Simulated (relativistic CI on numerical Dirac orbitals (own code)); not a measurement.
L2,3 absorption of copper in several valence states

Computed multiplet spectra 2p⁶3dⁿ → 2p⁵3dⁿ⁺¹ (Dirac-Coulomb-Breit ions, Slater integrals scaled by 0.7, an assumed crystal field that grows with the charge, no charge transfer; 300 K; Lorentzian 0.4 eV and Gaussian 0.3 eV FWHM at both edges, so that L2 comes out sharper than in experiment). Peaks over 5 % are given in eV from the highest peak in the L3 region of each spectrum (height, largest 100). S of the lowest state is read from ⟨S²⟩, and the branching ratio is the share of L3, cut at the minimum between the edges.

Field parameters in Wybourne normalisation: Oh B⁴₀ = 21Dq, B⁴₄ = √(5/14) B⁴₀. The field is a parameter set, without covalency.

- Cu²⁺ (d9, Oh, 10Dq = 8850 cm⁻¹): S = 0.50, branching ratio 0.76; peaks 0.0 (100), 20.1 (32)
- Cu³⁺ (d8, Oh, 10Dq = 11400 cm⁻¹): S = 1.00, branching ratio 0.75; peaks 0.0 (100), 1.1 (12), 2.2 (24), 3.2 (5), 20.3 (23), 21.5 (25)
- Cu⁴⁺ (d7, Oh, 10Dq = 14000 cm⁻¹): S = 1.50, high spin, branching ratio 0.83; peaks -3.9 (59), -2.2 (78), -1.4 (83), 0.0 (100), 1.4 (17), 2.2 (10), 2.9 (7), 19.0 (21), 19.9 (25), 20.5 (22), 22.0 (5)

The centroid of the whole edge, which also moves with the branching ratio, lies at 936.7 (Cu²⁺), 940.2 (Cu³⁺), 941.4 (Cu⁴⁺) eV in this ionic model, in steps of 1.2 to 3.5 eV. Compounds show about 1 to 2 eV a unit and lower energies for the high valences, since ligands screen the charge. The multiplet shape follows the d count and the spin state, and so serves as a fingerprint of valence. Real compounds of Cu⁴⁺ are mostly low spin, since covalency shrinks the Slater integrals more than this scale does.
